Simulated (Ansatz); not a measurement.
`C[CH2][Al]([OH])[SH]`. Total charge 0; spin multiplicity 1. The structure was optimised at the PBE0-D4/def2-TZVP level. It is one conformer, not always the lowest.

```xyz
12

C     0.968   -0.952    1.296
C     0.127   -1.096    0.028
Al   -0.537    0.575   -0.715
O    -1.457    0.559   -2.138
S    -0.074    2.457    0.316
H     1.311   -1.921    1.670
H     0.405   -0.476    2.104
H     1.856   -0.338    1.126
H     0.698   -1.608   -0.757
H    -0.738   -1.745    0.212
H    -1.823    1.325   -2.573
H    -0.735    3.219   -0.570
```

Problem. What is the dipole moment at PBE/def2-TZVPP? (Estimate.)

Solution. Ansatz gave: 0.85 D, with components (-0.47, 0.14, -0.69) D in this frame, pointing from negative to positive charge.

Problem. And with r2SCAN, B3LYP, ωB97M-V? (Best estimate.)

Solution. Ansatz gave: r2SCAN 0.93 D, B3LYP 0.87 D, ωB97M-V 0.90 D.

Problem. Give the Mulliken charges with PBE, ωB97M-V, B3LYP in def2-TZVPP. (Best estimate.)

Solution. Computed: 
| atom | PBE | ωB97M-V | B3LYP |
| --- | --- | --- | --- |
| C1 | -0.26 | -0.33 | -0.26 |
| C2 | -0.27 | -0.37 | -0.28 |
| Al3 | 0.48 | 0.57 | 0.57 |
| O4 | -0.36 | -0.38 | -0.40 |
| S5 | -0.29 | -0.29 | -0.30 |
| H6 | 0.08 | 0.11 | 0.08 |
| H7 | 0.09 | 0.11 | 0.08 |
| H8 | 0.09 | 0.11 | 0.08 |
| H9 | 0.08 | 0.10 | 0.08 |
| H10 | 0.08 | 0.10 | 0.08 |
| H11 | 0.16 | 0.15 | 0.16 |
| H12 | 0.11 | 0.11 | 0.10 |

B3LYP here is the variant with VWN-RPA as its local correlation; programs differ in this.
